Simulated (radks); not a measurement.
Neutral erbium, 68 electrons, occupied as [Xe] 4f12 6s2. Calculated with a radial shooting solver on a logarithmic mesh with Libxc functionals: scalar-relativistic Kohn-Sham, exchange-only LDA, spin-polarised, spherical densities, finite nucleus; open shells are filled with parallel spins first (spin-orbit coupling, left out, can overturn this in heavy ions); Fermi nuclear charge, rms radius 5.2516 fm.

Local quantities along the radius. ELF = 1/(1 + alpha^2) is the electron localisation function; alpha = (tau - tau_W)/tau_unif compares the Pauli kinetic energy density with that of the uniform gas (summed over spins); r v_xc is r times the local exchange-correlation potential of spin up (hartree bohr); 4 pi r^2 rho is in e/bohr. tau is taken from the large components.

| r (bohr) | ELF | alpha | r v_xc | 4 pi r^2 rho |
|---|---|---|---|---|
| 0.001206 | 0.999 | 0.02436 | -0.08684 | 7.145 |
| 0.001427 | 0.999 | 0.02516 | -0.1002 | 9.282 |
| 0.001675 | 0.999 | 0.02622 | -0.1147 | 11.85 |
| 0.001981 | 0.999 | 0.02771 | -0.1318 | 15.21 |
| 0.002325 | 0.999 | 0.02961 | -0.1502 | 19.16 |
| 0.00275 | 0.999 | 0.03225 | -0.1716 | 24.20 |
| 0.003227 | 0.999 | 0.03558 | -0.1943 | 29.93 |
| 0.003817 | 0.998 | 0.04028 | -0.2205 | 36.97 |
| 0.00448 | 0.998 | 0.04634 | -0.2476 | 44.58 |
| 0.005299 | 0.997 | 0.05515 | -0.2780 | 53.37 |
| 0.006219 | 0.996 | 0.06699 | -0.3086 | 62.18 |
| 0.007356 | 0.993 | 0.08506 | -0.3417 | 71.36 |
| 0.008633 | 0.988 | 0.1108 | -0.3734 | 79.37 |
| 0.01021 | 0.977 | 0.1525 | -0.4058 | 86.14 |
| 0.01198 | 0.956 | 0.2158 | -0.4348 | 90.27 |
| 0.01418 | 0.905 | 0.3240 | -0.4621 | 91.61 |
| 0.01664 | 0.806 | 0.4910 | -0.4847 | 90.06 |
| 0.01968 | 0.634 | 0.7597 | -0.5054 | 86.35 |
| 0.02309 | 0.457 | 1.090 | -0.5254 | 82.64 |
| 0.0271 | 0.348 | 1.370 | -0.5507 | 81.08 |
| 0.03206 | 0.337 | 1.402 | -0.5896 | 84.14 |
| 0.03762 | 0.424 | 1.165 | -0.6416 | 92.40 |
| 0.0445 | 0.576 | 0.8572 | -0.7082 | 105.0 |
| 0.05222 | 0.697 | 0.6599 | -0.7733 | 116.5 |
| 0.06178 | 0.743 | 0.5875 | -0.8313 | 122.4 |
| 0.0725 | 0.700 | 0.6554 | -0.8679 | 118.7 |
| 0.08576 | 0.549 | 0.9063 | -0.8871 | 107.1 |
| 0.1006 | 0.385 | 1.263 | -0.9024 | 96.08 |
| 0.119 | 0.350 | 1.363 | -0.9444 | 93.06 |
| 0.1397 | 0.478 | 1.046 | -1.020 | 99.96 |
| 0.1653 | 0.660 | 0.7179 | -1.110 | 108.7 |
| 0.1939 | 0.735 | 0.6007 | -1.163 | 106.2 |
| 0.2294 | 0.660 | 0.7170 | -1.156 | 87.91 |
| 0.2692 | 0.409 | 1.202 | -1.107 | 65.01 |
| 0.3185 | 0.242 | 1.772 | -1.085 | 51.04 |
| 0.3737 | 0.372 | 1.300 | -1.157 | 52.26 |
| 0.4421 | 0.631 | 0.7652 | -1.274 | 58.93 |
| 0.5188 | 0.715 | 0.6311 | -1.340 | 58.31 |
| 0.6137 | 0.657 | 0.7221 | -1.326 | 47.47 |
| 0.7202 | 0.503 | 0.9941 | -1.252 | 33.76 |
| 0.8452 | 0.361 | 1.332 | -1.167 | 23.11 |
| 0.9998 | 0.352 | 1.358 | -1.108 | 16.73 |
| 1.173 | 0.459 | 1.085 | -1.075 | 13.16 |
| 1.388 | 0.557 | 0.8915 | -1.029 | 9.879 |
| 1.629 | 0.539 | 0.9246 | -0.9514 | 6.738 |
| 1.927 | 0.386 | 1.262 | -0.8398 | 3.957 |
| 2.261 | 0.198 | 2.013 | -0.7279 | 2.213 |
| 2.675 | 0.111 | 2.830 | -0.6385 | 1.271 |
| 3.139 | 0.155 | 2.336 | -0.5956 | 0.8837 |
| 3.713 | 0.416 | 1.184 | -0.5748 | 0.6749 |
| 4.357 | 0.761 | 0.5600 | -0.5484 | 0.5024 |
| 5.154 | 0.914 | 0.3069 | -0.4981 | 0.3202 |
| 6.048 | 0.946 | 0.2379 | -0.4280 | 0.1743 |
| 7.155 | 0.935 | 0.2631 | -0.3394 | 0.07402 |
| 8.396 | 0.858 | 0.4064 | -0.2519 | 0.02598 |
| 9.932 | 0.542 | 0.9197 | -0.1682 | 0.006603 |
| 11.66 | 0.106 | 2.909 | -0.1040 | 0.001345 |
| 13.79 | 0.004 | 15.08 | -0.05602 | 0.0001807 |

On this mesh the ELF has minima near r = 0.032, 0.12, 0.32, 1.00, 2.7 bohr, which separate the shells, and maxima near 0.062 (0.74), 0.19 (0.73), 0.52 (0.72), 1.4 (0.56), 6.0 (0.95).
